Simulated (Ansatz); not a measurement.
```xyz
7

F     0.8383    0.3084   -1.6552
W     0.0116    0.0042   -0.0228
Cl    0.8881    1.9775    0.7220
Cl   -1.8209    1.1172   -0.8103
Cl   -0.8125   -1.9497   -0.8711
Cl    1.8964   -1.0894    0.6612
Cl   -1.0010   -0.3683    1.9763
```

Charge 0, multiplicity 1. W: def2 effective core potential.

**Question.** List the PBE0/def2-TZVPP orbital energies in eV (Ansatz 0.2.0). (Best estimate.)

**Answer.** The calculation gave: Occupied: -2768.43, -2768.30, -2768.30, -2768.30, -2768.30, -674.93, -260.28, -260.15, -260.15, -260.15, -260.15, -198.50, -198.45, -198.45, -198.39, -198.39, -198.39, -198.39, -198.32, -198.32, -198.32, -198.32, -198.32, -198.32, -198.32, -198.32, -86.93, -49.74, -49.51, -49.51, -33.45, -24.24, -23.63, -23.62, -23.33, -23.33, -14.97, -13.97, -13.97, -13.33, -13.25, -12.52, -11.78, -11.70, -11.70, -10.77, -10.77, -10.24, -9.93, -9.84, -9.84, -9.50, -9.50, -9.19. Lowest empty: -5.25, -4.92, -4.92, -1.55, -0.80, 1.16, 3.12, 3.28.
